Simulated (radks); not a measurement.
Question: The terbium ion Tb9+, configuration [Kr] 4d10 4f6 5s2 5p2. Calculated with a radial shooting solver on a logarithmic mesh with Libxc functionals: Dirac Kohn-Sham, exchange-only PBE, spin-unpolarised, spherical densities, finite nucleus; open shells fill j = l - 1/2 first; Fermi nuclear charge, rms radius 5.06 fm.

Spin-orbit splittings of the eigenvalues, e(l+1/2) - e(l-1/2), with zeta = 2 splitting/(2l+1) and mean radii in bohr:

| shell | occ. | splitting (eV) | zeta (eV) | <r> j=l-1/2 | <r> j=l+1/2 |
|---|---|---|---|---|---|
| 2p | 6 | 746.6 | 497.7 | 0.07589 | 0.08284 |
| 3p | 6 | ? | ? | 0.2286 | 0.2418 |
| 3d | 10 | 33.62 | 13.45 | 0.2141 | 0.2182 |
| 4p | 6 | 34.96 | 23.31 | 0.5485 | 0.5774 |
| 4d | 10 | 6.444 | 2.577 | 0.6057 | 0.6154 |
| 4f | 6 | 1.037 | 0.2964 | 0.7082 | 0.7138 |
| 5p | 2 | 7.083 | 4.722 | 1.261 | 1.317 |
| 5d | 0 | 1.140 | 0.4559 | 1.526 | 1.543 |

Estimate the 3p splitting.

Answer: 154.1 eV (zeta = 102.7 eV).
